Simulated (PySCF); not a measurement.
A PySCF script (with the pyscf-properties extension) for the NMR shieldings of `C([BH2-][S@@+](C)[SiH3])[SiH3]`, C$_{2}$H$_{13}$BSSi$_{2}$, on a GFN2-xTB geometry:

```python
import basis_set_exchange as bse
import numpy as np
from pyscf import gto, dft
from pyscf.prop import nmr

atoms = """
C    -2.210847    1.831944   -0.018811
S    -1.272606    0.661334    1.012620
Si   -2.052371   -1.243671    0.266156
B     0.582246    0.700916    0.086156
C     1.369519   -0.554524    0.703793
Si    3.110984   -0.762640   -0.005542
H    -3.274360    1.664515    0.119258
H    -1.926166    1.708336   -1.058864
H    -1.945030    2.829276    0.316367
H    -1.473477   -1.535613   -1.036615
H    -1.721841   -2.187089    1.321109
H    -3.488685   -0.994431    0.162999
H     0.271928    0.597725   -1.060101
H     0.987744    1.769870    0.396488
H     0.822772   -1.489429    0.521782
H     1.449760   -0.463061    1.790451
H     3.932810    0.431042    0.204989
H     3.056696   -1.054858   -1.443161
H     3.771121   -1.900392    0.654808
"""
names = dict.fromkeys(["C", "S", "Si", "B", "H"], "pcSseg-1")
basis = {el: gto.basis.parse(bse.get_basis(n, elements=[el], fmt="nwchem")) for el, n in names.items()}
mol = gto.M(atom=atoms, basis=basis, charge=0, verbose=0)
mf = dft.RKS(mol, xc="PBE0")
mf.grids.level = 2
mf.grids.alignment = dft.numint.BLKSIZE   # the property module wants whole blocks of grid points
mf.conv_tol = 1e-9
mf.kernel()

calc = nmr.RKS(mf)   # GIAO
C = mf.mo_coeff
Co = C[:, mf.mo_occ > 0]
resp = mf.gen_response(singlet=True, hermi=2)
def vind(x):   # induced exchange potential for any number of trial vectors
    d = np.einsum("pi,xij,qj->xpq", C, 2 * x.reshape(-1, C.shape[1], Co.shape[1]), Co, optimize=True)
    return np.einsum("xpq,pi,qj->xij", resp(d - d.transpose(0, 2, 1)), C, Co, optimize=True).ravel()
mo1, _ = nmr.rhf.solve_mo1(calc, with_cphf=vind)
sigma = calc.kernel(mo1)
for i, s in enumerate(sigma):   # ppm
    w = np.linalg.eigvalsh((s + s.T) / 2)
    print("%2d %-2s iso %8.1f  s11 %8.1f  s22 %8.1f  s33 %8.1f" % (i, mol.atom_pure_symbol(i), w.mean(), *w))
```

Question: Give the expected output.

Answer: 
```
 0 C  iso    162.6  s11    143.5  s22    154.2  s33    190.3
 1 S  iso    638.7  s11    536.3  s22    618.0  s33    762.0
 2 Si iso    384.1  s11    326.6  s22    378.7  s33    447.1
 3 B  iso    104.8  s11     75.9  s22    100.2  s33    138.4
 4 C  iso    187.2  s11    183.8  s22    186.9  s33    190.8
 5 Si iso    423.0  s11    392.6  s22    399.3  s33    477.1
 6 H  iso     29.8  s11     24.1  s22     27.2  s33     38.0
 7 H  iso     29.6  s11     24.7  s22     28.1  s33     35.9
 8 H  iso     29.2  s11     24.0  s22     26.1  s33     37.6
 9 H  iso     27.3  s11     23.8  s22     26.3  s33     31.7
10 H  iso     27.0  s11     23.5  s22     25.0  s33     32.7
11 H  iso     27.5  s11     23.7  s22     25.7  s33     33.1
12 H  iso     29.1  s11     24.6  s22     29.1  s33     33.5
13 H  iso     28.4  s11     24.2  s22     28.5  s33     32.5
14 H  iso     32.1  s11     26.3  s22     32.8  s33     37.3
15 H  iso     31.6  s11     26.3  s22     31.1  s33     37.2
16 H  iso     27.9  s11     24.3  s22     26.1  s33     33.3
17 H  iso     27.9  s11     24.3  s22     26.5  s33     32.9
18 H  iso     27.7  s11     24.1  s22     25.4  s33     33.5
```

These numbers come from an equivalent density-fitted implementation of the same equations, which agrees with the script to about 0.01 ppm for H and up to a few tenths of a ppm for heavy atoms, so last digits may differ.

Size and cost of the density-fitted run: 188 basis functions, 27 s wall time on 1 thread of an Intel Xeon 6975P-C, shared host; peak memory 0.84 GiB.
